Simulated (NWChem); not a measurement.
Molecule: AlH2SeCl; SMILES [Cl][AlH][SeH]

```xyz
5

Al     0.9265     0.6164     0.0588
Cl    -0.4487     2.1647     0.4369
H      2.3670     0.9519    -0.4800
Se     0.2934    -1.5654     0.4442
H     -1.0464    -1.1551     0.8927
```
Atoms are numbered in this order, from 1.

Level: PBE0/def2-SVP (NWChem), optimised geometry, unscaled harmonic frequencies. This build's default masses of Se (78.918 u) and Br (79.917 u) are each other's, which moves their modes by up to 0.6 %.

```
frequency (cm⁻¹)  IR intensity (km/mol)
----------------  ---------------------
125                                 7.1
249                                26.2
372                                23.7
458                                75.3
542                                93.5
553                                 7.6
689                               197.5
1996                              142.8
2459                                3.2
```

* **zero-point energy**: 10.6 kcal/mol
* **thermal correction to the enthalpy at 298.15 K (with zero-point energy)**: 14.4 kcal/mol
* **heat capacity Cv**: 15.7 cal/(mol K)
* **entropy at 298.15 K and 1 atm (symmetry number 1)**: 75.7 cal/(mol K)
* **dipole moment**: 0.38 D

Rigid rotor and harmonic oscillator.
